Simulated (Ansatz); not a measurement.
`OB([SiH3])Cl` → `O[B]Cl`• + `[SiH3]`•  (homolysis of the B–Si bond)

Isolated molecules relaxed with PBE0-D4/def2-TZVP in Ansatz; ΔE leaves out vibrations. CBS: MP2 limit from def2 TZ/QZ plus the TZ coupled-cluster correction, frozen cores. This one scheme is used for every species. DFT in def2-TZVPP. HSE06 is defined as in plane-wave codes. Open shells (•) are unrestricted, without spin–orbit coupling. One conformer a species, not always the lowest.

| species | HSE06-D4 energy (Eh) |
| --- | --- |
| `OB([SiH3])Cl` | -851.91336 |
| `O[B]Cl`• | -560.67316 |
| `[SiH3]`• | -291.10302 |

Q: Work out ΔE.

A: ΔE = (-560.67316) + (-291.10302) − (-851.91336) = 0.13718 Eh = +360.2 kJ/mol. CCSD(T)/CBS gives +376.3 kJ/mol.

Largest T1 diagnostic among the species: 0.015.

Leaving LDA and LC-ωPBE aside and taking each functional with its dispersion term where it has one, the values, not all of them listed here, spread over 37.0 kJ/mol, from r2SCAN-D4 to ωB97M-V. LDA lies +51.0 kJ/mol from PBE without D4, its usual overbinding. At CCSD(T), def2-SVP lies −20.6 kJ/mol from the extrapolated value and def2-TZVPP −10.7 kJ/mol: correlation converges slowly with the basis, and small sets miss more of it in the bonded molecule than in its fragments.
